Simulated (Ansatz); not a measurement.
`Cl[SiH2][O][GeH3]` + `CC1=CC1F` → `F[SiH](Cl)[O][GeH3]` + `CC1=CC1` at 600 K and 1 bar (formal exchange of groups at the Si–H bond).

Gas-phase electronic energies from Ansatz, PBE0-D4/def2-TZVP geometries. CCSD(T)/CBS adds triple-zeta CCSD(T) − MP2 to the extrapolated MP2 energy (def2 sets, frozen cores). For Ge outer-core shells are correlated without core-valence functions, which leaves a few kJ/mol of doubt a bond. Scalar relativity is left out up to krypton. One conformer a species, not always the lowest.

```
              species  CCSD(T)/CBS energy (Eh)  H − E (kJ/mol)  S (J/(mol·K))
  `Cl[SiH2][O][GeH3]`              -2903.25837           183.4          457.9
           `CC1=CC1F`               -254.92218           253.4          380.7
`F[SiH](Cl)[O][GeH3]`              -3002.53092           174.9          484.1
            `CC1=CC1`               -155.72823           268.0          353.7
```

H − E and S are ideal-gas, rigid-rotor, harmonic terms from PBE0-D4/def2-TZVP, for one conformer and one mirror image of each species. 1 Eh = 2625.50 kJ/mol, R = 8.31446 J/(mol·K).

Q: By hand: ΔE, ΔH, ΔS and ΔG.

A: ΔE = (-3002.53092) + (-155.72823) − (-2903.25837) − (-254.92218) = -0.07860 Eh = -206.4 kJ/mol. Δ(H − E) = 174.9 + 268.0 − 183.4 − 253.4 = 6.1, so ΔH = -200.3 kJ/mol. ΔS = 484.1 + 353.7 − 457.9 − 380.7 = -0.8 J/(mol·K). ΔG = -200.3 − 600 × (-0.8)/1000 = -199.8 kJ/mol.

Q: By hand: the equilibrium constant, and the temperature at which ΔG would vanish if ΔH and ΔS stayed fixed.

A: log₁₀ K = −ΔG/(RT ln 10) = 17.4. ΔG = 0 at ΔH/ΔS = 250375 K, far beyond where these terms or the molecules hold.

The number of gas molecules stays the same, so ΔS is small and ΔH decides. A doubt of 5 kJ/mol in ΔE shifts log₁₀ K by 0.4 here. Other conformers and mirror images would add mixing entropy, several J/(mol·K) or more a flexible species. Modes under 60 cm⁻¹, often nearly free rotors, make the harmonic entropy too high. These are equilibria of isolated gas molecules and say nothing of rates. Largest T1 diagnostic: 0.011 (customary marks: 0.02 for closed shells, 0.045 for open ones).
